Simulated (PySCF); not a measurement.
C2H4BNO2, SMILES N#CCB(O)O. Heavy atoms are numbered as in [N:1]#[C:2][CH2:3][B:4]([OH:5])[OH:6]. Hydrogens are named by the atom that carries them.

Coordinates come from a B3LYP-D3(BJ)/def2-SVP optimisation. One conformer was computed; it need not be the lowest.

Level of theory: PBE/def2-TZVP in PySCF.

Atomic charges (e), one atom of each kind:

| atom | IAO | Löwdin | Mulliken |
|---|---|---|---|
| N1 | -0.26 | 0.05 | 0.05 |
| C2 | 0.14 | -0.21 | -0.30 |
| C3 (CH2) | -0.48 | -0.18 | -0.21 |
| B4 | 0.51 | -0.93 | 0.22 |
| O5 (OH) | -0.53 | 0.23 | -0.36 |
| H on C3 | 0.20 | 0.19 | 0.16 |
| H on O5 | 0.38 | 0.22 | 0.33 |

Computed Mayer and Wiberg (Löwdin basis) orders of the bonds:
```
bond   Mayer  Wiberg
-----  -----  ------
N1–C2   3.11    3.30
C2–C3   1.01    1.32
C3–B4   0.95    1.11
B4–O5   1.42    2.03
B4–O6   1.39    2.02
```
